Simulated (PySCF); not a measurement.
**Highest orbital energy against ionisation energy along the second row**

Calculated with PySCF 2.14, no spin-orbit coupling. Each cell gives −ε(HOMO) / ΔSCF in eV; NIST values include spin-orbit coupling, (s) semi-empirical, (t) theoretical.

| species | UHF | LDA | PBE | PBE0 | r2SCAN | NIST (lowest levels) |
| --- | --- | --- | --- | --- | --- | --- |
| Be⁺ (aug-cc-pVDZ-DK, spin-free X2C) | 18.095 / 18.094 | 14.308 / 18.177 | 14.503 / 18.432 | 15.493 / 18.404 | 14.605 / 18.135 | 18.211 |
| B⁺ (aug-cc-pVDZ-DK, spin-free X2C) | 23.799 / 23.499 | 19.455 / 24.587 | 19.576 / 24.665 | 20.846 / 24.621 | 19.775 / 24.308 | 25.155 |
| C⁺ (aug-cc-pVDZ-DK, spin-free X2C) | 24.833 / 24.175 | 17.814 / 24.780 | 17.978 / 24.891 | 19.801 / 24.863 | 18.633 / 25.001 | 24.383 |
| N⁺ (aug-cc-pVDZ-DK, spin-free X2C) | 30.345 / 29.217 | 22.021 / 30.080 | 22.051 / 29.955 | 24.258 / 29.952 | 22.813 / 30.164 | 29.601 (s) |
| O⁺ (aug-cc-pVDZ-DK, spin-free X2C) | 36.157 / 34.549 | 26.468 / 35.603 | 26.395 / 35.320 | 28.988 / 35.335 | 27.317 / 35.501 | 35.121 |
| F⁺ (aug-cc-pVDZ-DK, spin-free X2C) | 35.569 / 33.337 | 26.178 / 35.278 | 26.434 / 35.424 | 29.008 / 35.240 | 27.031 / 35.088 | 34.971 |
| Ne⁺ (aug-cc-pVDZ-DK, spin-free X2C) | 42.103 / 39.300 | 31.289 / 41.497 | 31.274 / 41.200 | 34.259 / 41.058 | 32.089 / 41.190 | 40.963 |

Question: How far is −ε(HOMO) from ΔSCF on average for each method, and why?

Answer: UHF 1.25 eV; LDA -7.50 eV; PBE -7.38 eV; PBE0 -5.26 eV; r2SCAN -6.73 eV. Hartree-Fock orbital energies lack relaxation and so exceed the ΔSCF value; semilocal functionals have convex E(N) from self-interaction, so their HOMO lies far too high; exact exchange moves hybrids part of the way back.
